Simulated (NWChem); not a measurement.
C₄H₄N, doublet; SMILES [N]1C=CC=C1

```xyz
9

C      0.6890     0.9799    -0.0137
C      1.0659    -0.4382    -0.0208
N     -0.0025    -1.2647     0.0000
C     -1.0677    -0.4340     0.0208
C     -0.6851     0.9827     0.0137
H      1.3724     1.8379    -0.0251
H      2.0924    -0.8392    -0.0428
H     -2.0958    -0.8309     0.0427
H     -1.3652     1.8434     0.0252
```
Atoms are numbered in this order, from 1.

Level: PBE-D3(BJ)/def2-SVP, spin-unrestricted (NWChem), optimised geometry, unscaled harmonic frequencies. 

| frequency (cm⁻¹) | IR intensity (km/mol) |
|---|---|
| 440 | 0.0 |
| 523 | 18.5 |
| 669 | 1.3 |
| 690 | 47.9 |
| 774 | 0.0 |
| 821 | 0.8 |
| 851 | 11.9 |
| 889 | 0.0 |
| 909 | 0.2 |
| 1015 | 2.6 |
| 1062 | 37.5 |
| 1079 | 8.0 |
| 1183 | 2.2 |
| 1244 | 0.2 |
| 1315 | 48.2 |
| 1412 | 25.2 |
| 1531 | 0.3 |
| 3123 | 17.8 |
| 3127 | 1.5 |
| 3170 | 2.7 |
| 3189 | 0.8 |

| Property | Result |
|---|---|
| zero-point energy | 41.5 kcal/mol |
| thermal correction to the enthalpy at 298.15 K (with zero-point energy) | 44.6 kcal/mol |
| heat capacity Cv | 14.8 cal/(mol K) |
| entropy at 298.15 K and 1 atm (symmetry number 2, electronic part: spin degeneracy alone) | 66.0 cal/(mol K) |
| dipole moment | 1.89 D |

Rigid rotor and harmonic oscillator.
